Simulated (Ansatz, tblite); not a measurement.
Adding an electron: AlCu₂⁺ (the lowest singlet isomer of a short search). The state is a singlet with charge 1. Geometry: PBE-D4/def2-TZVP. Ansatz, gas phase; energy differences of separate SCF runs; the reduced species was run as a doublet alone.

```xyz
3

Cu   -2.132    0.016    0.852
Cu    2.132   -0.016   -0.852
Al    0.000    0.000    0.000
```

The xTB rows come from tblite. The structure comes from a short search, and lower isomers may exist.

**Question.** Estimate orbital energies and vertical electron affinities at: GFN1-xTB; GFN2-xTB; HF/def2-TZVP; PBE-D4/def2-TZVP; revPBE-D4/def2-TZVP; BLYP-D4/def2-TZVP; r2SCAN-D4/def2-TZVP; r2SCANh-D4/def2-TZVP; PBE0-D4/def2-TZVP; r2SCAN0-D4/def2-TZVP.

**Answer.** 
| level | −HOMO (eV) | −LUMO (eV) | vertical EA (eV) | HOMO–LUMO gap (eV) |
| --- | --- | --- | --- | --- |
| GFN1-xTB | 15.44 | 13.67 | 11.14 | 1.78 |
| GFN2-xTB | 14.57 | 11.96 | 8.79 | 2.61 |
| HF/def2-TZVP | 11.83 | 3.79 | 4.35 | 8.04 |
| PBE-D4/def2-TZVP | 10.29 | 7.76 | 5.61 | 2.53 |
| revPBE-D4/def2-TZVP | 10.18 | 7.62 | 5.52 | 2.56 |
| BLYP-D4/def2-TZVP | 10.23 | 7.82 | 5.57 | 2.41 |
| r2SCAN-D4/def2-TZVP | 10.28 | 7.42 | 5.53 | 2.86 |
| r2SCANh-D4/def2-TZVP | 10.56 | 7.11 | 5.40 | 3.44 |
| PBE0-D4/def2-TZVP | 10.89 | 6.80 | 5.24 | 4.08 |
| r2SCAN0-D4/def2-TZVP | 10.92 | 6.67 | 5.29 | 4.25 |

 Raw xTB energy differences between charge states are shifted by several eV; the methods need an empirical correction for them.
